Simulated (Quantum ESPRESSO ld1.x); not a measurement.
Values are calculated unless marked as measured or tabulated.
Sn20+, configuration [Ar] 3d10 4s2. Code: ld1.x of Quantum ESPRESSO 7.5. Model: Dirac Kohn-Sham, LDA (Slater exchange, Perdew-Zunger correlation), spin-unpolarised, spherical densities, point nucleus.

Unscreened Slater integrals over Kohn-Sham orbitals (eV). Large and small components are both included.

F0(4s1/2,4s1/2): 34.157
F0(4s1/2,3d5/2): 42.974
G2(4s1/2,3d5/2): 4.0279
F0(4s1/2,3d3/2): 43.050
G2(4s1/2,3d3/2): 3.9974
F0(4s1/2,3p3/2): 42.383
G1(4s1/2,3p3/2): 4.1319
F0(4s1/2,3p1/2): 42.625
G1(4s1/2,3p1/2): 4.1446
F0(3d5/2,3d5/2): 80.128
F2(3d5/2,3d5/2): 40.312
F4(3d5/2,3d5/2): 25.807
F0(3d5/2,3d3/2): 80.564
F2(3d5/2,3d3/2): 40.468
G2(3d5/2,3d3/2): 40.208
G4(3d5/2,3d3/2): 25.736
F0(3d5/2,3p3/2): 75.632
F2(3d5/2,3p3/2): 36.502
G1(3d5/2,3p3/2): 41.047
G3(3d5/2,3p3/2): 26.653
F0(3d5/2,3p1/2): 77.026
G3(3d5/2,3p1/2): 27.598
F0(3d3/2,3d3/2): 81.008
F2(3d3/2,3d3/2): 40.634
F0(3d3/2,3p3/2): 75.983
F2(3d3/2,3p3/2): 36.497
G1(3d3/2,3p3/2): 40.810
G3(3d3/2,3p3/2): 26.503
F0(3d3/2,3p1/2): 77.399
G1(3d3/2,3p1/2): 42.839
F0(3p3/2,3p3/2): 72.930
F2(3p3/2,3p3/2): 36.712
F0(3p3/2,3p1/2): 74.101
G2(3p3/2,3p1/2): 37.026
F0(3p1/2,3p1/2): 75.351
